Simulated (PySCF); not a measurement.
Se(Br)(SiH3) (BrH3SeSi), SMILES [Se](Br)[SiH3].

The structure is a stationary point at PBE-D3(BJ)/def2-SVP. The structure was generated by enumeration, and PubChem lists no compound with its InChIKey, so it may never have been made.

Method: ωB97X/def2-TZVPD (PySCF).

Symmetry labels are those of the subgroup Cs that the program uses (full group Cs).

Computed valence orbital energies around the gap with their symmetry:
```json
[
 {"orbital": "HOMO−7", "symmetry": "A'", "energy (eV)": "-18.04"},
 {"orbital": "HOMO−6", "symmetry": "A'", "energy (eV)": "-13.47"},
 {"orbital": "HOMO−5", "symmetry": "A\"", "energy (eV)": "-13.10"},
 {"orbital": "HOMO−4", "symmetry": "A'", "energy (eV)": "-12.71"},
 {"orbital": "HOMO−3", "symmetry": "A'", "energy (eV)": "-12.16"},
 {"orbital": "HOMO−2", "symmetry": "A\"", "energy (eV)": "-11.65"},
 {"orbital": "HOMO−1", "symmetry": "A'", "energy (eV)": "-10.48"},
 {"orbital": "HOMO", "symmetry": "A\"", "energy (eV)": "-9.27"},
 {"orbital": "LUMO", "symmetry": "A'", "energy (eV)": "-0.78"},
 {"orbital": "LUMO+1", "symmetry": "A'", "energy (eV)": "1.17"},
 {"orbital": "LUMO+2", "symmetry": "A'", "energy (eV)": "1.64"},
 {"orbital": "LUMO+3", "symmetry": "A'", "energy (eV)": "1.83"}
]
```
